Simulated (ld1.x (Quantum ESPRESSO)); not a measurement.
# Reading a pseudo-wave (Li)

Columns: radius, all-electron u(r) and pseudo u(r) of the 2p shell (level -1.13 eV) of lithium in the configuration 1s2 2s1 2p0; LDA (PZ), non-relativistic, TM scheme, ld1.x (Quantum ESPRESSO) 7.5.

```
r (bohr)  all-electron  pseudo
   0.210        0.0157  0.0065
   0.420        0.0490  0.0254
   0.630        0.0887  0.0552
   0.840        0.1297  0.0936
   1.050        0.1696  0.1378
   1.260        0.2074  0.1843
   1.470        0.2425  0.2302
   1.680        0.2749  0.2726
   1.890        0.3044  0.3099
   2.100        0.3309  0.3409
   2.310        0.3543  0.3657
   2.520        0.3744  0.3848
   2.730        0.3912  0.3993
   2.940        0.4048  0.4101
   3.150        0.4154  0.4183
   3.360        0.4230  0.4242
   3.570        0.4279  0.4283
   3.780        0.4303  0.4303
   3.990        0.4304  0.4304
   4.200        0.4283  0.4283
   4.410        0.4245  0.4245
   4.620        0.4190  0.4190
   4.830        0.4120  0.4120
   5.040        0.4038  0.4038
   5.250        0.3946  0.3946
   5.460        0.3845  0.3845
```

Task: How many radial nodes do the two functions have?

Result: The all-electron 2p function has n − l − 1 = 0; the pseudo-wave has 0.

Task: At about which radius was the pseudo-wave matched?

Result: 4.20 bohr. The columns agree to 0.0005 from 3.57 bohr on; several derivatives are matched, so the curves merge somewhat inside the radius.

Task: Is the pseudo-wave norm-conserving?

Result: Yes: the TM scheme keeps the norm inside the radius equal to the all-electron one, which fixes the energy derivative of the logarithmic derivative at the level.
